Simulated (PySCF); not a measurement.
Atomic charges by several schemes

Compound: C6H7FO.
Cartesian coordinates in Å at the GFN2-xTB level; atoms count from 1:
```xyz
15
C6H7FO angstrom
F     -1.0310   -1.7233    1.1954
C     -1.2154   -0.4061    0.8536
C     -2.1190   -0.1325   -0.3181
C     -1.1791    0.4912   -1.0247
C     -0.0881    0.2288   -0.0184
C      1.1769   -0.5634   -0.3557
C      1.9124    0.6279    0.2626
O      0.6750    1.3018    0.5224
H     -1.4344    0.1421    1.7730
H     -3.1520   -0.3734   -0.4783
H     -1.1628    1.0134   -1.9622
H      1.3425   -0.7155   -1.4186
H      1.2696   -1.5048    0.1786
H      2.5446    1.2026   -0.4184
H      2.4562    0.4192    1.1869
```

Density: PBE0/pcSseg-1 (PySCF); schemes: Mulliken, IAO, Hirshfeld and ESP-fitted. Isolated species at its GFN2-xTB geometry, gas phase.

Problem. Do the Mulliken, IAO, Hirshfeld and ESP-fitted schemes agree on where the charge is highest?

Solution. The schemes don't all agree: Mulliken C2 (+0.338); IAO C5 (+0.217); Hirshfeld C5 (+0.075); ESP-fitted C5 (+0.718).

Problem. At which atom do the 4 schemes differ most?

Solution. At C5: from -0.040 (Mulliken) to +0.718 e (ESP-fitted), 0.758 e apart.

Problem. Tabulate the Mulliken, IAO, Hirshfeld and ESP-fitted charges.

Solution. In e:

```tsv
atom	environment	Mulliken	IAO	Hirshfeld	ESP-fitted
F1	alkyl fluorine	-0.328	-0.322	-0.120	-0.258
C2	sp3 C–F carbon	+0.338	+0.153	+0.050	+0.159
C3	alkene CH carbon	-0.116	-0.158	-0.044	-0.198
C4	alkene CH carbon	+0.001	-0.152	-0.039	-0.410
C5	sp3 carbon bound to oxygen	-0.040	+0.217	+0.075	+0.718
C6	four-membered-ring carbon	-0.215	-0.306	-0.084	-0.466
C7	sp3 carbon bound to oxygen	+0.081	-0.044	+0.005	+0.308
O8	cyclic ether oxygen	-0.489	-0.424	-0.176	-0.570
H9	methine hydrogen	+0.118	+0.146	+0.044	+0.057
H10	vinylic hydrogen	+0.088	+0.158	+0.058	+0.176
H11	vinylic hydrogen	+0.070	+0.156	+0.059	+0.212
H12	methylene hydrogen	+0.127	+0.147	+0.045	+0.123
H13	methylene hydrogen	+0.138	+0.157	+0.042	+0.121
H14	methylene hydrogen	+0.112	+0.136	+0.042	+0.019
H15	methylene hydrogen	+0.114	+0.137	+0.043	+0.010
```

Mean size of the charges over all atoms: ESP-fitted 0.254 e, IAO 0.188 e, Mulliken 0.158 e, Hirshfeld 0.062 e. Each set sums to the total charge, 0, to within 0.001 e. The ESP scheme fits charges at the nuclei, held to the total charge, to the electrostatic potential on points at 1.4 to 2.0 times the van der Waals radii.

Problem. Sum the charges by element, for elements with more than one atom.

Solution. 
| element | atoms | Mulliken | IAO | Hirshfeld | ESP-fitted |
| --- | --- | --- | --- | --- | --- |
| C | 6 | +0.050 | -0.290 | -0.037 | +0.110 |
| H | 7 | +0.767 | +1.037 | +0.333 | +0.718 |

Problem. How closely do the schemes follow one another over all atoms?

Solution. Correlation coefficient and root-mean-square difference: IAO with Hirshfeld 0.98, 0.137 e; Mulliken with Hirshfeld 0.89, 0.141 e; Mulliken with IAO 0.87, 0.106 e; Hirshfeld with ESP-fitted 0.84, 0.264 e; IAO with ESP-fitted 0.83, 0.189 e; Mulliken with ESP-fitted 0.62, 0.253 e.

Problem. How many electrons does the IAO scheme count on C2?

Solution. Z − q = 6 − (+0.153) = 5.847.
